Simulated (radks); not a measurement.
Radial electron density D(r) = 4 pi r^2 rho(r) of an atom or ion with 44 electrons. Method: scalar-relativistic Kohn-Sham, LDA (Slater exchange, Perdew-Wang correlation), spin-polarised, spherical densities, finite nucleus; Fermi nuclear charge, rms radius of each element as measured or else 0.836 A^(1/3) + 0.57 fm; computed with a radial shooting solver on a logarithmic mesh with Libxc functionals.

```
   r/bohr * D(r) (the largest magnitude, 84, reaches the edge; | marks zero)
 0.002183 |   *
 0.002865 |     *
 0.003731 |         *
 0.004897 |             *
 0.006377 |                   *
 0.008303 |                          *
   0.0109 |                                 *
  0.01419 |                                       *
  0.01863 |                                          *
  0.02426 |                                         *
  0.03184 |                                      *
  0.04146 |                                     *
  0.05398 |                                         *
  0.07085 |                                                   *
  0.09226 |                                                      *
   0.1211 |                                              *
   0.1577 |                                      *
    0.207 |                                         *
   0.2695 |                                            *
   0.3509 |                                 *
   0.4606 |                *
   0.5998 |             *
   0.7873 |              *
    1.025 |         *
    1.346 |   *
    1.752 |*
    2.282 *
    2.995 *
      3.9 *
```

What is the nuclear charge?

Answer. Z = 51. The innermost maximum, from 1s, lies near gamma/Z bohr with gamma = sqrt(1 - (Z/c)^2) = 0.928, here 0.0182 bohr (found: 0.0200), and its height grows with Z. The density is that of the antimony ion Sb7+ in [Ar] 3d10 4p6 4d8 4f2; the configuration itself is not fixed sharply by these data, and Z only to a few units. D(r) has 4 maxima, at r = 0.0200, 0.0879, 0.257, 0.744 bohr, and minima at 0.0389, 0.169, 0.567 bohr, inside which lie 1.98, 11.23, 29.24 electrons.
